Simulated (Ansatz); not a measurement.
Program: Ansatz. Geometries: PBE0-D4/def2-TZVP. ΔE: electronic, gas phase. CCSD(T)/CBS adds triple-zeta CCSD(T) − MP2 to the extrapolated MP2 energy (def2 sets, frozen cores). Functionals use def2-TZVPP. B3LYP here is the variant with VWN-RPA as its local correlation; programs differ in this. For Ga, Ge outer-core shells are correlated without core-valence functions, which leaves a few kJ/mol of doubt a bond. Scalar relativity is left out up to krypton. Each species was taken in one conformer, which may not be the lowest.

Consider the cleavage of the Si–Ge bond: `[NH2][GeH]([F])[SiH3]` + `[OH][Ga]([OH])[Cl]` → `[OH][Ga]([Cl])[O][SiH3]` + `[NH2][GeH2][F]`.

```csv
level,ΔE (kJ/mol),difference from CCSD(T)/CBS
PBE-D4,-60.4,25.3
r2SCAN-D4,-79.4,6.3
B3LYP-D4,-83.6,2.1
ωB97X-V,-84.5,1.2
ωB97M-V,-85.7,0.0
r2SCAN,-79.2,6.5
PBE0,-70.5,15.2
CCSD/def2-TZVPP,-91.6,-5.9
CCSD(T)/def2-TZVPP,-88.3,-2.6
HF/CBS(def2),-117.5,-31.8
CCSD(T)/CBS,-85.7,0
```

Largest T1 diagnostic among the species: 0.013.

In def2-TZVPP, CCSD(T) changes the Hartree–Fock value by +26.3 kJ/mol (the triples alone add +3.3 kJ/mol) and MP2 by +21.0 kJ/mol. From PBE to PBE0 (25 % exact exchange), in def2-TZVPP and without D4, ΔE moves by −10.6 kJ/mol.
